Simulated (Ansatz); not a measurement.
C2H9NO3Si, SMILES `CN(C)[Si](O)(O)O`, relaxed with RKS PBE-D4/def2-SVP in the Gaussian-basis code of Ansatz from a rough embedded geometry. The force threshold is 0.03 eV/Å; the program also tests the step.

The species carries charge 0 and has multiplicity 1.

Start:

```xyz
16

C     0.664    0.186   -1.579
N    -0.210   -0.172   -0.422
C    -0.346   -1.628   -0.424
Si   -0.250    0.671    0.973
O    -1.728    0.454    1.685
O     0.053    2.269    0.747
O     0.951    0.038    1.952
H     1.688   -0.028   -1.381
H     0.390   -0.208   -2.498
H     0.643    1.321   -1.719
H    -1.106   -1.981    0.223
H     0.604   -2.123   -0.202
H    -0.635   -1.953   -1.409
H    -2.353    0.256    1.031
H    -0.208    2.822    1.474
H     1.843    0.077    1.550
```

Problem. How much energy does the relaxation release, and in how many steps? (An estimate is asked.)

Solution. The calculation gave: 0.91 eV, in 12 steps, 2 of them rejected.

Problem. Which bonds change most? (An estimate is asked.)

Solution. Ansatz gave: N2–Si4 from 1.631 to 1.730 Å; C1–H9 from 1.037 to 1.117 Å; C1–H8 from 1.065 to 1.118 Å; C3–H11 from 1.059 to 1.108 Å.

Problem. Give the relaxed structure. (An estimate is asked.)

Solution. The calculation gave: 
```xyz
16

C     0.766    0.249   -1.574
N     0.066   -0.286   -0.422
C    -0.305   -1.685   -0.521
Si   -0.254    0.626    1.013
O    -1.679    0.124    1.725
O    -0.286    2.225    0.507
O     0.842    0.452    2.269
H     1.746   -0.257   -1.752
H     0.165    0.123   -2.507
H     0.948    1.332   -1.437
H    -0.906   -1.984    0.361
H     0.581   -2.363   -0.584
H    -0.924   -1.877   -1.430
H    -2.460    0.326    1.181
H    -0.014    2.841    1.210
H     1.715    0.154    1.962
```
